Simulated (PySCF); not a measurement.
A structure optimised at PBE-D3(BJ)/def2-SVP, used in a PySCF frequency run:

```
C
C 1 1.3522
H 2 1.1050 1 121.95
H 2 1.1056 3 115.74 1 -180.00
H 1 1.1065 2 117.96 3 -180.00
Al 1 1.9354 5 120.51 2 180.00
Cl 6 2.1102 1 122.06 5 0.00
Br 6 2.2657 1 119.64 5 180.00
```
Charge 0, spin multiplicity 1.

Problem. Write its SMILES, formula and point group.

Solution. C=[CH][Al]([Cl])[Br], C2H3AlBrCl, Cs

Problem. What are its rotational constants (standard atomic weights)?

Solution. 1.8741, 1.3370, 0.78034 GHz
